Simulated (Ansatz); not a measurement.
GaClF (SMILES [F][Ga][Cl]): entropy by statistical mechanics

A doublet with charge 0, relaxed at UHF/6-31G* (Cartesian functions) (Ansatz 0.2.0):

```xyz
3

F    -1.3989    0.2835   -0.7439
Ga    0.0572    0.6668    0.1091
Cl    1.3308   -1.0151    0.6215
```

Harmonic wavenumbers in cm⁻¹: 172, 407, 728.

Masses in u: F 18.998, Ga 69.723, Cl 35.45. Take T = 298.15 K, p = 1 bar, R = 8.3145 J/(mol K), kT/hc = 207.22 cm⁻¹, rigid rotor and harmonic oscillator.

Question: Work out S° at 298 K.

Answer: 
1. Translation (Sackur–Tetrode): S = R[3/2 ln M + 5/2 ln T − 1.1517] with M = 124.171 gives 169.0 J/(mol K).
2. Rotation: principal moments 27.262, 158.179, 185.441 u Å² give A, B, C = 0.6184, 0.1066, 0.0909 cm⁻¹; the symmetry number is σ = 1; q = (√π/σ)√((kT/hc)³/ABC) = 68301; S = R(ln q + 3/2) = 105.0.
3. Vibration: with u = ν̃/207.22, each mode gives R[u/(eᵘ − 1) − ln(1 − e⁻ᵘ)]; the sum is 15.2, most from 172 cm⁻¹ (10.1), 407 cm⁻¹ (3.9), 728 cm⁻¹ (1.1).
4. Electronic: R ln 2 = 5.8, from the spin multiplicity alone.
5. Sum: 169.0 + 105.0 + 15.2 + 5.8 = 295.0 J/(mol K).

No measured value is set beside it here.
